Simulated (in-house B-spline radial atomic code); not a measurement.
Whole-atom quantities along the 49-electron series, configuration [Kr] 4d10 5s2 5p1. Breit and QED terms are first order and not part of the total energy; the density at the nucleus is averaged over the nuclear charge. Computed with a B-spline radial code for spherical atoms: Dirac-Hartree-Fock, average of the configuration, finite nuclei.

```tsv
ion	Z	E/Z² (Eh)	Σ<r²> (bohr²)	n(0)/Z³ (bohr⁻³)	Lamb diamagnetic shielding (ppm)	repulsion over attraction	Breit energy (eV)	self-energy (eV)	vacuum polarisation (eV)	Dirac less non-relativistic energy (Eh)
In	49	-2.4492	59.925	1.4276	5170.94	0.15513	111.22	84.591	-10.631	-140.26
Sn+	50	-2.4704	45.928	1.4674	5318.46	0.15364	119.21	90.862	-11.593	-153.22
Sb2+	51	-2.4912	38.316	1.5093	5466.13	0.15201	127.61	97.473	-12.624	-167.09
Te3+	52	-2.5118	33.117	1.5511	5614.24	0.1503	136.41	104.44	-13.728	-181.93
I4+	53	-2.5319	29.218	1.5979	5762.94	0.14854	145.64	111.77	-14.911	-197.8
Xe5+	54	-2.5518	26.136	1.6451	5912.34	0.14675	155.3	119.49	-16.176	-214.72
Cs6+	55	-2.5714	23.618	1.6955	6062.51	0.14494	165.41	127.6	-17.529	-232.77
Ba7+	56	-2.5906	21.51	1.7472	6213.52	0.14312	175.97	136.13	-18.974	-251.99
La8+	57	-2.6096	19.716	1.8023	6365.44	0.1413	187	145.08	-20.517	-272.44
Ce9+	58	-2.6282	18.166	1.8597	6518.31	0.13949	198.52	154.49	-22.164	-294.19
Pr10+	59	-2.6466	16.814	1.9204	6672.2	0.13769	210.53	164.35	-23.921	-317.28
```

**Question.** With what power of Z does the column «Σ<r²> (bohr²)» change over this range?

**Answer.** A fit of the logarithm of its size against log Z from Z = 49 to 59 has slope -6.46. Unscreened non-relativistic hydrogenic orbitals would give -2.
